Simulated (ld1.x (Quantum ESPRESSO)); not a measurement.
Which change was made? (Te, TM)

tellurium (Te), norm-conserving Troullier–Martins (Kleinman–Bylander form), made with ld1.x (Quantum ESPRESSO) 7.5 (BP86, scalar-relativistic). Core [Kr], reference 4d10 5s2 5p4. Waves: 5s (bound): rc 1.60 bohr; 5p (bound): rc 2.10 bohr; 4d (bound): rc 1.00 bohr; 4f channel at 0.15 Ry: rc 1.65 bohr. Local part: all-electron potential smoothed inside 1.20 bohr (lloc = -2). Core correction: a·sin(br)/r model core inside 1.00 bohr.

Cutoffs, loose and tight: the cutoffs (Ry, on a coarse ladder) from which the occupation-weighted sum of valence levels, in a spherical-Bessel basis at the reference potential, stays within 10 and 1 mRy of its value at 400 Ry. They do not see the model core or the augmentation charge, which bear on the density cutoff. Test errors are all-electron minus pseudo excitation energies from the reference, over the configurations 4d10 5s2 5p3; 4d10 5s2 5p2; 4d10 5s2 5p1; 4d9 5s2 5p4; 4d10 5s0 5p6; 4d10 5s1 5p4; 4d9 5s2 5p5; variants that change the core or the reference have their own tests.

The base gives: outcome: generated; cutoff, loose: 120 Ry; cutoff, tight: 200 Ry; bound ghosts: s; largest test error (meV): -144.

**Question.** After one change the result is: outcome: generated; cutoff, loose: 120 Ry; cutoff, tight: 200 Ry; bound ghosts: s; largest test error (meV): -482. Which change was it?
A. reference 4d10 5s2 5p2
B. core [Kr] 4d10, valence charge 6; reference 5s2 5p3; waves now 5s (bound): rc 1.90 bohr; 5p (bound): rc 1.95 bohr; 5d channel at 0.25 Ry: rc 1.90 bohr; local potential the d channel; core correction Bessel-smoothed model core, default radius (core density twice the valence density)
C. all radii but the core radius scaled by about 0.93 (s 1.48, p 1.94, d 0.92, f 1.54 bohr); local potential all-electron potential smoothed inside 1.12 bohr (lloc = -2)

**Answer.** A. The others give: core [Kr] 4d10, valence charge 6; reference 5s2 5p3; waves now 5s (bound): rc 1.90 bohr; 5p (bound): rc 1.95 bohr; 5d channel at 0.25 Ry: rc 1.90 bohr; local potential the d channel; core correction Bessel-smoothed model core, default radius (core density twice the valence density) → outcome: generated; cutoff, loose: 30 Ry; cutoff, tight: 40 Ry; bound ghosts: s, p; largest test error (meV): -171 | all radii but the core radius scaled by about 0.93 (s 1.48, p 1.94, d 0.92, f 1.54 bohr); local potential all-electron potential smoothed inside 1.12 bohr (lloc = -2) → outcome: generated; cutoff, loose: 120 Ry; cutoff, tight: 160 Ry; bound ghosts: s; largest test error (meV): +712.
